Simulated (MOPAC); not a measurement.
MOPAC input (PM7):

```
PM7 1SCF GEO-OK AUX(PRECISION=9) THREADS=1
C2H6O3Si

C     2.37485800 1   -0.50137200 1   -0.28116500 1
C     1.38072200 1   -0.28400400 1    0.57801800 1
Si   -0.35902500 1    0.07712800 1    0.06539100 1
O    -0.43029100 1    0.42559100 1   -1.54385800 1
O    -1.39608800 1   -1.17682400 1    0.28015700 1
O    -0.86419100 1    1.29589200 1    1.03572500 1
H     2.21863500 1   -0.46874100 1   -1.35440100 1
H     3.38516700 1   -0.72607000 1    0.04417000 1
H     1.60248300 1   -0.33583400 1    1.64127300 1
H     0.08532900 1    1.16951400 1   -1.86449600 1
H    -1.46419300 1   -1.82174400 1   -0.42821100 1
H    -1.80999800 1    1.45807900 1    1.08888000 1
```

Output:

```
 *******************************************************************************
 **                                                                           **
 **                              MOPAC v23.2.5                                **
 **                                                                           **
 *******************************************************************************
 ** MOPAC's Digital Object Identifier: https://doi.org/10.5281/zenodo.6511958 **
 **                                                                           **
 ** Please cite the open-source release paper for use of this MOPAC version:  **
 ** J. E. Moussa and J. J. P. Stewart (2026)                                  **
 ** MOPAC: An open-source semiempirical molecular orbital program             **
 ** J. Open Source Softw., 11(119), 8025, https://doi.org/10.21105/joss.08025 **
 *******************************************************************************

                              PM7 CALCULATION RESULTS

 *******************************************************************************
 *  PM7        - The PM7 Hamiltonian to be used
 *  GEO-OK     - OVERRIDE INTERATOMIC DISTANCE AND OTHER SAFETY CHECKS
 *  1SCF       - DO 1 SCF AND THEN STOP
 *  AUX        - OUTPUT AUXILIARY INFORMATION
 *******************************************************************************
PM7 1SCF GEO-OK AUX(PRECISION=9) THREADS=1
 C2H6O3Si

   ATOM   CHEMICAL          X               Y               Z
  NUMBER   SYMBOL      (ANGSTROMS)     (ANGSTROMS)     (ANGSTROMS)

     1       C          2.37485800  *  -0.50137200  *  -0.28116500  *
     2       C          1.38072200  *  -0.28400400  *   0.57801800  *
     3      Si         -0.35902500  *   0.07712800  *   0.06539100  *
     4       O         -0.43029100  *   0.42559100  *  -1.54385800  *
     5       O         -1.39608800  *  -1.17682400  *   0.28015700  *
     6       O         -0.86419100  *   1.29589200  *   1.03572500  *
     7       H          2.21863500  *  -0.46874100  *  -1.35440100  *
     8       H          3.38516700  *  -0.72607000  *   0.04417000  *
     9       H          1.60248300  *  -0.33583400  *   1.64127300  *
    10       H          0.08532900  *   1.16951400  *  -1.86449600  *
    11       H         -1.46419300  *  -1.82174400  *  -0.42821100  *
    12       H         -1.80999800  *   1.45807900  *   1.08888000  *

          CARTESIAN COORDINATES

    NO.       ATOM           X           Y           Z

     1         C          2.3749     -0.5014     -0.2812
     2         C          1.3807     -0.2840      0.5780
     3        Si         -0.3590      0.0771      0.0654
     4         O         -0.4303      0.4256     -1.5439
     5         O         -1.3961     -1.1768      0.2802
     6         O         -0.8642      1.2959      1.0357
     7         H          2.2186     -0.4687     -1.3544
     8         H          3.3852     -0.7261      0.0442
     9         H          1.6025     -0.3358      1.6413
    10         H          0.0853      1.1695     -1.8645
    11         H         -1.4642     -1.8217     -0.4282
    12         H         -1.8100      1.4581      1.0889

 General Reference for PM7:
 "Optimization of Parameters for Semiempirical Methods VI: More Modifications to the
 NDDO Approximations and Re-optimization of Parameters", J. J. P. Stewart, J. Mol. Mod., 1:32, 19 (2013)
 https://link.springer.com/article/10.1007/s00894-012-1667-x

           Empirical Formula: C2 H6 O3 Si  =    12 atoms

      MOLECULAR POINT GROUP   :   C1

      RHF CALCULATION, NO. OF DOUBLY OCCUPIED LEVELS = 18

 -------------------------------------------------------------------------------
 PM7 1SCF GEO-OK AUX(PRECISION=9) THREADS=1
 C2H6O3Si

     1SCF WAS SPECIFIED, SO BFGS WAS NOT USED
     SCF FIELD WAS ACHIEVED

                              PM7 CALCULATION
                                                       MOPAC v23.2.5 Linux

          FINAL HEAT OF FORMATION =       -207.25751 KCAL/MOL =    -867.16541 KJ/MOL

          COSMO AREA              =        131.28 SQUARE ANGSTROMS
          COSMO VOLUME            =        121.33 CUBIC ANGSTROMS

          IONIZATION POTENTIAL    =         10.814243 EV
          HOMO LUMO ENERGIES (EV) =        -10.814  0.111
          NO. OF FILLED LEVELS    =         18
          MOLECULAR WEIGHT        =        106.1531         POINT GROUP:  C1

          MOLECULAR DIMENSIONS (Angstroms)

            Atom       Atom       Distance
            H    12    H     8     5.73164
            H    10    H     9     3.89136
            O     6    H    11     3.31147

          SCF CALCULATIONS        =          1

   ATOM   CHEMICAL          X               Y               Z
  NUMBER   SYMBOL      (ANGSTROMS)     (ANGSTROMS)     (ANGSTROMS)

     1       C          2.37485800  *  -0.50137200  *  -0.28116500  *
     2       C          1.38072200  *  -0.28400400  *   0.57801800  *
     3      Si         -0.35902500  *   0.07712800  *   0.06539100  *
     4       O         -0.43029100  *   0.42559100  *  -1.54385800  *
     5       O         -1.39608800  *  -1.17682400  *   0.28015700  *
     6       O         -0.86419100  *   1.29589200  *   1.03572500  *
     7       H          2.21863500  *  -0.46874100  *  -1.35440100  *
     8       H          3.38516700  *  -0.72607000  *   0.04417000  *
     9       H          1.60248300  *  -0.33583400  *   1.64127300  *
    10       H          0.08532900  *   1.16951400  *  -1.86449600  *
    11       H         -1.46419300  *  -1.82174400  *  -0.42821100  *
    12       H         -1.80999800  *   1.45807900  *   1.08888000  *

                             CARTESIAN COORDINATES

   1    C        2.374858000    -0.501372000    -0.281165000
   2    C        1.380722000    -0.284004000     0.578018000
   3   Si       -0.359025000     0.077128000     0.065391000
   4    O       -0.430291000     0.425591000    -1.543858000
   5    O       -1.396088000    -1.176824000     0.280157000
   6    O       -0.864191000     1.295892000     1.035725000
   7    H        2.218635000    -0.468741000    -1.354401000
   8    H        3.385167000    -0.726070000     0.044170000
   9    H        1.602483000    -0.335834000     1.641273000
  10    H        0.085329000     1.169514000    -1.864496000
  11    H       -1.464193000    -1.821744000    -0.428211000
  12    H       -1.809998000     1.458079000     1.088880000

           Empirical Formula: C2 H6 O3 Si  =    12 atoms

      MOLECULAR POINT GROUP   :   C1

                  EIGENVALUES
 -30.03130 -29.67883 -29.64748 -27.37626 -20.19067 -17.90104 -17.67593 -17.35088
 -16.44403 -14.67273 -14.01877 -13.42163 -13.14682 -12.62950 -12.43249 -11.89184
 -11.04801 -10.81424   0.11052   0.74507   1.20825   1.41563   3.69680   5.43254
   5.65895   5.71068   5.75693   6.24153   6.38336   7.55148  24.55336  24.96840
  25.17991  25.86077  26.12870

              NET ATOMIC CHARGES AND DIPOLE CONTRIBUTIONS

  ATOM NO.   TYPE          CHARGE      No. of ELECS.   s-Pop       p-Pop       d-Pop
    1          C          -0.270563        4.2706     1.09839     3.17217
    2          C          -0.166175        4.1662     1.08448     3.08169
    3         Si           0.673034        3.3270     0.71646     2.21355     0.39696
    4          O          -0.616509        6.6165     1.73785     4.87866
    5          O          -0.582420        6.5824     1.73792     4.84450
    6          O          -0.576069        6.5761     1.73716     4.83891
    7          H           0.146072        0.8539     0.85393
    8          H           0.143177        0.8568     0.85682
    9          H           0.157816        0.8422     0.84218
   10          H           0.363619        0.6364     0.63638
   11          H           0.365203        0.6348     0.63480
   12          H           0.362813        0.6372     0.63719
 DIPOLE           X         Y         Z       TOTAL
 POINT-CHG.     1.748    -0.121    -0.748     1.905
 HYBRID        -0.808     0.185    -0.414     0.927
 SUM            0.940     0.064    -1.163     1.496

          ATOMIC ORBITAL ELECTRON POPULATIONS

     Atom    s        px        py        pz      x^2-y^2     xz        z^2       yz        xy
    1  C   1.09839   1.07046   0.99475   1.10696
    2  C   1.08448   1.02230   0.97631   1.08309
    3 Si   0.71646   0.88507   0.67675   0.65173   0.07726   0.06668   0.09664   0.08374   0.07264
    4  O   1.73785   1.75014   1.59622   1.53230
    5  O   1.73792   1.72426   1.54229   1.57794
    6  O   1.73716   1.41485   1.67188   1.75218
    7  H   0.85393
    8  H   0.85682
    9  H   0.84218
   10  H   0.63638
   11  H   0.63480
   12  H   0.63719

 **********************
 *                    *
 * JOB ENDED NORMALLY *
 *                    *
 **********************

 == MOPAC DONE ==
```

The geometry given is a B3LYP-D3(BJ)/def2-TZVP minimum.
